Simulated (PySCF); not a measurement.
Species: C₃H₂BrF.
SMILES: `C#C[C@H](F)Br`

Method: EOM-IP-CCSD/aug-cc-pVDZ in PySCF, restricted Hartree–Fock reference, 13 core orbitals frozen, non-relativistic, gas phase, PBE0-D3(BJ)/def2-SVP geometry.

The vertical ionisation energies are 10.69, 10.93, 11.32, 11.81, 13.43, 14.26, 16.96, 17.76 eV.

Problem. Which Hartree–Fock orbital leads each hole, and what is its Koopmans value −ε?

Solution. 
```
leading hole (HF orbital)  Koopmans (eV)  EOM-IP-CCSD (eV)  change (eV)  one-hole share
                     HOMO          11.07             10.69        -0.38            0.96
                   HOMO-2          11.62             10.93        -0.69            0.96
                   HOMO-1          11.53             11.32        -0.21            0.96
                   HOMO-3          12.16             11.81        -0.35            0.96
                   HOMO-4          14.57             13.43        -1.14            0.95
                   HOMO-5          16.65             14.26        -2.39            0.94
                   HOMO-6          19.42             16.96        -2.46            0.93
                   HOMO-7          19.77             17.76        -2.01            0.94
```

Problem. Does the order of the lines follow the orbital energies?

Solution. No: the HOMO-2 hole (10.93 eV) falls below the HOMO-1 hole (11.32 eV). The corrections run from -2.46 to -0.21 eV, with a mean of -1.20 eV over the 8 lines; no line lies above its Koopmans value.

Problem. At what kinetic energies would He I light (21.22 eV) eject these electrons?

Solution. 10.53 eV (HOMO), 10.29 eV (HOMO-2), 9.90 eV (HOMO-1), 9.41 eV (HOMO-3), 7.79 eV (HOMO-4), 6.96 eV (HOMO-5), 4.26 eV (HOMO-6), 3.46 eV (HOMO-7).

One root was sought for each valence orbital with −ε under 21 eV, eight at most, so deeper holes and satellites are missing; no vibrational structure.
